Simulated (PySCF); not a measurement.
Species: C5H13N2 (doublet state).
Z-matrix (Å and degrees, GFN2-xTB geometry), rows numbered from 1:
```
C 
C   1  1.5249
C   2  1.5294  1  110.22
N   3  1.4580  2  110.31  1   -63.50
C   2  1.5504  1  110.60  3   122.98
C   5  1.4803  2  114.85  1   173.14
N   6  1.4012  5  119.74  2    89.83
H   1  1.0876  2  110.98  3   172.90
H   1  1.0879  2  110.23  3   -66.82
H   1  1.0864  2  109.47  3    52.37
H   2  1.0960  1  108.85  3  -118.47
H   3  1.1012  2  108.90  1   172.00
H   3  1.0943  2  109.30  1    54.21
H   4  1.0145  3  110.06  2  -179.98
H   4  1.0155  3  109.69  2   -61.76
H   5  1.0950  2  106.91  1    52.24
H   5  1.0936  2  108.32  1   -63.97
H   6  1.0773  5  119.35  2   -61.41
H   7  1.0115  6  113.76  5   164.56
H   7  1.0124  6  113.06  5    35.37
```

The hyperfine couplings belong to this conformer and change with its torsions.

As a line formula: `C[C@@H](CN)C[CH]N` [radical].

Level of theory: UKS B3LYP, pcH-1 on C H N, non-relativistic, mean-field spin-orbit, GIAO in PySCF. Isolated species at its GFN2-xTB geometry (one conformer only). Couplings are sensitive to structure, and on GFN2-xTB geometries they can be far from those on DFT ones. Stability of the SCF solution: not tested.

Principal values of hyperfine tensors in MHz (contact and dipolar terms together), for some of the nuclei:

```tsv
atom	isotope	A1	A2	A3
C6	13C	41.59	42.58	258.96
C2	13C	63.01	63.16	78.82
H18	1H	-73.23	-40.15	-5.03
C5	13C	-25.55	-24.81	-20.45
H19	1H	9.51	15.17	40.50
N7	14N	3.70	4.10	37.12
H17	1H	3.87	4.62	17.33
H20	1H	-4.41	2.75	26.30
```

Give the isotropic coupling of each nucleus in MHz and in mT (g = 2.0027), and the anisotropic part.

a_iso is a third of the trace, T = A − a_iso, and a(mT) = a(MHz)/(g × 13.996).

```
atom  a_iso (MHz)  a_iso (mT)      T1      T2      T3
  C6       114.37       4.080  -72.79  -71.80  144.59
  C2        68.33       2.438   -5.32   -5.17   10.49
 H18       -39.47      -1.408  -33.76   -0.68   34.44
  C5       -23.60      -0.842   -1.95   -1.21    3.16
 H19        21.73       0.775  -12.21   -6.56   18.77
  N7        14.97       0.534  -11.27  -10.87   22.15
 H17         8.61       0.307   -4.74   -3.99    8.72
 H20         8.22       0.293  -12.63   -5.46   18.09
```

What spin density at the nucleus of N7 lies behind its contact coupling (g_N = 0.40376)?

a_FC = 800.24 MHz bohr³ × g_N × ρ(0)/(2S). With a_FC = 14.97 MHz and 2S = 1, ρ(0) = 0.04634 bohr⁻³.

H16 (1H, g_N = 5.58569) isn't in the table. Its spin density at the nucleus is 0.0114 bohr⁻³. What is its contact coupling?

By the same relation, a_FC = 51.0 MHz. Its full tensor has the principal values 45.33, 46.60, 60.94 MHz.

Which nucleus of the table has the largest anisotropic coupling, and what is its form?

C6: -72.8, -71.8, 144.6 MHz, axial, in the ratio −1:−1:+2, the form that spin in one p orbital centred on that nucleus gives.

What first-order splitting does C6 cause when the field lies along A1, A2 or A3 of its tensor (g taken as isotropic, no quadrupole term)?

2 lines (I = 1/2), spaced by |A_i|/(g × 13.996): 1.48, 1.52, 9.24 mT along the axes of A1, A2 and A3.
